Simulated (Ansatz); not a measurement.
C5H6AuNS, SMILES `[SH][Au-][n+]1ccccc1`, charge 0, multiplicity 1.

Q: Give a relaxed structure at PBE0-D4/def2-TZVP (Ansatz). (An estimate is asked.)

A: Computed: 
```xyz
14

S    -1.095   -4.535    1.109
Au   -0.581   -2.409    0.585
N    -0.116   -0.456    0.041
C    -0.171   -0.073   -1.239
C     0.128    1.214   -1.641
C     0.499    2.146   -0.687
C     0.556    1.751    0.639
C     0.243    0.445    0.963
H    -0.919   -4.418    2.437
H    -0.466   -0.833   -1.951
H     0.067    1.471   -2.690
H     0.739    3.164   -0.972
H     0.841    2.440    1.423
H     0.275    0.094    1.986
```
Point group Cs.
This is one stationary point; other conformers may exist.
